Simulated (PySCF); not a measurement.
CF2, SMILES F[C]F (connectivity only; charge and spin as stated), neutral, multiplicity 1.

Geometry: B3LYP-D3(BJ)/def2-TZVP. The isomer is the one that the SMILES or the coordinates give; other isomers of the formula were not compared.

Two levels are set side by side: PBE/def2-TZVPD (PySCF) and CAM-B3LYP/def2-TZVPD (PySCF). Same geometry, gas phase. Differences are taken from unrounded values.

```csv
quantity,PBE
orbital gap (eV),3.61
highest occupied level (eV),-7.26
lowest empty level (eV),-3.65
dipole moment (D),0.73
mean polarisability (bohr³),17.8
```

**Question.** These are the PBE values. What does CAM-B3LYP give? (The exact figures need the calculation; the answer reports its results.)

**Answer.** 
```
quantity                     CAM-B3LYP  PBE minus CAM-B3LYP
---------------------------  ---------  -------------------
orbital gap (eV)                  9.34                -5.73
highest occupied level (eV)     -10.49                 3.23
lowest empty level (eV)          -1.15                -2.49
dipole moment (D)                 0.57                 0.16
mean polarisability (bohr³)       16.6                  1.1
```

Without exact exchange PBE keeps part of each electron's self-repulsion, which lifts occupied levels and narrows the gap. Loosely held outer electrons make PBE densities more polarisable. Differences between two approximate levels are no errors against the true value.

Rough cost on one machine, each run with all the roots and properties that it gave: CAM-B3LYP against PBE within a factor of 2.
